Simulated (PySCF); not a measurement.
SMILES CO[SiH2]OC (GFN2-xTB optimised geometry):

```
13

C      1.734    -1.888    -0.008
O      0.918    -0.765     0.000
Si    -0.693    -0.765     0.000
O     -0.949     0.826     0.000
C     -2.188     1.454     0.001
H      1.583    -2.474    -0.919
H      1.526    -2.532     0.850
H      2.772    -1.556     0.036
H     -1.247    -1.418     1.192
H     -1.251    -1.416    -1.191
H     -2.024     2.532    -0.014
H     -2.760     1.189     0.893
H     -2.772     1.167    -0.877
```

Calculation: CAM-B3LYP/def2-TZVP (PySCF).

**Question.** What are the frontier orbital energies and the dipole moment?

**Answer.** HOMO-2 -10.31 eV, HOMO-1 -9.64 eV, HOMO -9.47 eV, LUMO 1.32 eV, LUMO+1 2.24 eV; dipole moment 1.30 D.

Meta-Löwdin charges at CAM-B3LYP/def2-TZVP: C1 -0.11, O2 -0.62, Si3 1.14, O4 -0.62, C5 -0.11, H6 0.10, H7 0.10, H8 0.12, H9 -0.17, H10 -0.17, H11 0.12, H12 0.10, H13 0.10.
